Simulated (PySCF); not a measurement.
C3H3BFNO, SMILES FB1N=CC=CO1.

Coordinates come from a B3LYP-D3(BJ)/def2-SVP optimisation. This is a generated structure with no PubChem entry under its InChIKey; it may be hypothetical.

Vertical ionisation energy (IE) and electron affinity (EA) in eV. Rows of orbital energies are one-electron estimates. Where ΔSCF, EOM or ADC give a negative EA the extra electron is unbound and the value depends on the basis.

```csv
level,IE,EA
"−ε(HOMO), −ε(LUMO), r2SCAN/def2-TZVP (PySCF)",6.29,2.74
"−ε(HOMO), −ε(LUMO), PBE/def2-TZVP (PySCF)",5.98,2.87
```
